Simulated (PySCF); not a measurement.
# Charge on either side of a bond

C₈H₆N₂.
Numbering: `[CH2:1]=[N:2][c:3]1[cH:4][cH:5][cH:6][c:7]([C:8]#[N:9])[cH:10]1` (hydrogens: H11, H12 on C1; H13 on C4; H14 on C5; H15 on C6; H16 on C10)

Cartesian coordinates in Å at the GFN2-xTB level; atoms count from 1:
```xyz
16
C8H6N2 angstrom
C      2.8990   -1.0049    0.1433
N      1.7959   -1.0171    0.7375
C      0.6847   -0.3068    0.3264
C      0.7409    1.0650    0.0649
C     -0.4109    1.7667   -0.2429
C     -1.6295    1.1189   -0.3146
C     -1.6905   -0.2527   -0.0569
C     -2.9336   -0.9242   -0.1330
N     -3.9438   -1.4614   -0.2012
C     -0.5433   -0.9632    0.2776
H      3.7197   -1.5550    0.5810
H      3.0894   -0.4936   -0.8048
H      1.6924    1.5730    0.1302
H     -0.3554    2.8275   -0.4378
H     -2.5308    1.6592   -0.5607
H     -0.5917   -2.0224    0.4794
```

Atomic charges (e) from the PBE0/pcSseg-1 density (PySCF):

```csv
atom,Mulliken,IAO,Hirshfeld,ESP-fitted
C1,+0.0267,-0.1019,+0.0259,+0.2069
N2,-0.4095,-0.2286,-0.1265,-0.5759
C3,+0.0534,+0.1068,+0.0489,+0.5928
C4,-0.0134,-0.1685,-0.0478,-0.3008
C5,-0.0645,-0.1395,-0.0388,-0.1403
C6,+0.0345,-0.1415,-0.0369,-0.1963
C7,-0.2542,-0.0440,+0.0095,-0.0011
C8,+0.1508,+0.1426,+0.0788,+0.4011
N9,-0.2396,-0.2383,-0.2194,-0.4637
C10,+0.0897,-0.1408,-0.0381,-0.3845
H11,+0.1308,+0.1635,+0.0619,+0.0872
H12,+0.1056,+0.1188,+0.0498,+0.0229
H13,+0.0962,+0.1592,+0.0512,+0.1794
H14,+0.1018,+0.1640,+0.0596,+0.1682
H15,+0.0959,+0.1702,+0.0611,+0.1769
H16,+0.0958,+0.1780,+0.0611,+0.2273
```

Q: Cut each of the bonds C1–N2, N2–C3 and C8–C7 in turn and sum the charges on the side of the atom named first.

A: In e; the other side holds the opposite charge:

```json
{"bond cut": "C1–N2", "piece": "CH2", "atoms": "3", "Mulliken": "+0.263", "IAO": "+0.180", "Hirshfeld": "+0.138", "ESP-fitted": "+0.317"}
{"bond cut": "N2–C3", "piece": "CH2N", "atoms": "4", "Mulliken": "-0.146", "IAO": "-0.048", "Hirshfeld": "+0.011", "ESP-fitted": "-0.259"}
{"bond cut": "C8–C7", "piece": "CN", "atoms": "2", "Mulliken": "-0.089", "IAO": "-0.096", "Hirshfeld": "-0.141", "ESP-fitted": "-0.063"}
```

Extremes among these pieces. Mulliken: lowest CH2N at N2, highest CH2 at C1; IAO: lowest CN at C8, highest CH2 at C1; Hirshfeld: lowest CN at C8, highest CH2 at C1; ESP-fitted: lowest CH2N at N2, highest CH2 at C1.

Q: Do the schemes agree better on the pieces than on the single atoms at the cuts?

A: The spread between schemes averages 0.176 e for the pieces and 0.360 e for the atoms named first; it is smaller for the piece at 3 of the 3 cuts. On average they agree better on the pieces.

Geometry: GFN2-xTB, one conformer, isolated molecule.

These values come from a run that also computed NMR shieldings. Hardware: an Arm Neoverse V2 with one thread (shared host). Cost: 26 s wall.
